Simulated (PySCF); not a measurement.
Species: C3H10Si3.
Bonds: Si1–C2, C2–C3 (triple), C3–Si4, Si4–C5, C5–Si6. Hydrogens: H7, H8, H9 on Si1; H10, H11 on Si4; H12, H13 on C5; H14, H15, H16 on Si6.

Theory: PBE0-D3(BJ)/def2-SVP geometry optimisation, gas phase in PySCF 2.14.0.

(1) Give the optimised bond lengths and angles.

Results:

(1) 
```tsv
bond	length (pm)	order
Si1–C2	183.5	single
C2≡C3	122.5	triple
C3–Si4	184.0	single
Si4–C5	187.6	single
C5–Si6	188.5	single
Si1–H7, Si1–H8, Si1–H9	149.2	single
Si4–H10, Si4–H11	149.4	single
C5–H12, C5–H13	110.4	single
Si6–H14, Si6–H15, Si6–H16	149.5	single
```

Bonds in one row agree within 1 pm and their mean is given. Orders are formal, as drawn. A selection of angles:
```tsv
angle	degrees
C2–Si1–H7	109.5
H7–Si1–H8	109.5
Si1–C2–C3	179.7
C2–C3–Si4	178.0
C3–Si4–C5	109.6
C3–Si4–H10	108.3
C5–Si4–H10	110.6
H10–Si4–H11	108.8
Si4–C5–Si6	115.4
Si4–C5–H12	108.0
Si4–C5–H13	108.5
Si6–C5–H12	108.7
H12–C5–H13	107.1
C5–Si6–H14	109.9
C5–Si6–H15	110.6
H14–Si6–H15	108.7
H14–Si6–H16	108.5
```

Dihedral angles: C3–Si4–C5–Si6 58° (synclinal). The mirror-image conformer, all signs reversed, is as good.

Si4 (SiH2 silicon) is tetrahedral (angles from 108.3° to 111.1°). The 4 C–Si bonds span 1.835 Å (Si1–C2, drawn single) to 1.885 Å (C5–Si6, drawn single), a spread of 0.050 Å. Si6 (SiH3 silicon) is tetrahedral (angles from 108.5° to 110.6°). Si1 (SiH3 silicon) is tetrahedral (angles from 109.3° to 109.5°).

Point group: C1 (no symmetry element, even within 0.4 Å). Not checked by PBE0-D3(BJ)/def2-SVP frequencies. The numbers are those of one conformer.

Time: 2.1 min wall; peak memory 0.56 GiB. Hardware: AMD EPYC, one thread, no GPU, shared host with 64 logical CPUs at a one-minute load of 61. These figures are those of the optimisation.
